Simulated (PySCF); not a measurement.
C₂H₁₀BNO₂Si (SMILES N[SiH2]CCB(O)O), singlet, at a GFN2-xTB geometry. Base run: CASSCF(2,4)/STO-3G (PySCF).

The PySCF input:
```python
from pyscf import gto, scf, mcscf
import numpy

mol = gto.Mole()
mol.atom = '''
    Si    2.091949    0.529011    0.248954
    N     3.294036   -0.377452   -0.591557
    C     0.427278   -0.278369   -0.180246
    C    -0.765164    0.505519    0.378412
    B    -2.210249   -0.131783    0.047206
    O    -3.355210    0.434242    0.501074
    O    -2.365699   -1.251908   -0.690594
    H     2.233722    0.569165    1.716811
    H     2.194915    1.888751   -0.285055
    H     3.268561   -1.383706   -0.552072
    H     4.249070   -0.062963   -0.544572
    H     0.330563   -0.352493   -1.265678
    H     0.394576   -1.298958    0.210392
    H    -0.649420    0.597405    1.462584
    H    -0.723841    1.527692   -0.009414
    H    -3.247613    1.227420    1.022495
    H    -1.550237   -1.638954   -1.008809
'''
mol.basis = 'sto-3g'
mol.charge = 0
mol.spin = 0
mol.verbose = 4
mol.build()

mf = scf.RHF(mol)
mf.kernel()
mc = mcscf.CASSCF(mf, 4, 2)
mc.fix_spin_(ss=0.0)
mc.kernel()
occ = numpy.linalg.eigvalsh(mc.fcisolver.make_rdm1(mc.ci, mc.ncas, mc.nelecas))[::-1]
ss = mc.fcisolver.spin_square(mc.ci, mc.ncas, mc.nelecas)[0]
print('natural occupations', occ.round(4), ' <S^2>', round(ss, 4))
```

Each row names what was changed in the base input (with any setting that the change needs).

```
change                                   ΔE vs base (mEh)                           natural occupations  <S^2> of the state
---------------------------------------  ----------------  --------------------------------------------  ------------------
base                                                0.000                           1.98 0.01 0.00 0.00                0.00
state_average = 2 states                           17.131                                             -                   -
conv_tol = 1e-5                                     0.000                           1.98 0.01 0.00 0.00                0.00
correction = SC-NEVPT2                             -290.6                           1.98 0.01 0.00 0.00                0.00
active space = 6 electrons, 8 orbitals            -23.736       1.99 1.98 1.97 0.03 0.02 0.01 0.00 0.00                0.00
orbitals = fixed (CASCI)                           10.851                           2.00 0.00 0.00 0.00                0.00
solver = newton                                    -0.174                           1.98 0.01 0.00 0.00                0.00
active space = 2 electrons, 2 orbitals             11.756                                     2.00 0.00                0.00
start = MP2 natural orbitals                       -2.285                           1.98 0.02 0.00 0.00                0.00
active space = 10 electrons, 9 orbitals           -36.047  2.00 1.99 1.99 1.98 1.97 0.03 0.02 0.02 0.01                0.00
active space = 8 electrons, 7 orbitals            -18.846            2.00 1.99 1.99 1.98 0.02 0.02 0.01                0.00
```

Active orbitals are taken around the Fermi level unless the row says otherwise; CASSCF can end in different local minima, and two programs can end on different orbitals. State-averaged rows give the lowest state.
